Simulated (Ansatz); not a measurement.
```yaml
atoms:
  - { symbol: Mg, position_ang: [0.0000, 0.0000, 0.0000] }
  - { symbol: B, position_ang: [3.0636, 0.0000, 1.1151] }
  - { symbol: B, position_ang: [-1.5318, 2.6532, 1.1151] }
  - { symbol: B, position_ang: [-1.5318, -2.6532, 1.1151] }
```

Basis set: pcseg-2 (spherical functions). Charge 0, multiplicity 2.

Computed with Ansatz (development build ahead of 0.2.0); each method stands on the lowest determinant of its kind that the runs found. Restricted functionals stand beside restricted open-shell atoms, which can lie above the unrestricted atoms usual in DFT and then raise those values.

(1) Give the atomization energy at this shape (free ground-state atoms in the same class of orbitals less the molecule, no zero-point energy) of doublet MgB₃ by r²SCAN (unrestricted), r²SCAN (restricted open-shell).

## Answers

(1)

```csv
method,atomization energy
r²SCAN (unrestricted),107.3 kJ/mol
r²SCAN (restricted open-shell),64.0 kJ/mol
```

Caution: the shape is not the minimum. Caution for r²SCAN (unrestricted): the unrestricted determinant is a mixture of spin states. Caution for r²SCAN (restricted open-shell): an unrestricted determinant lies well below.
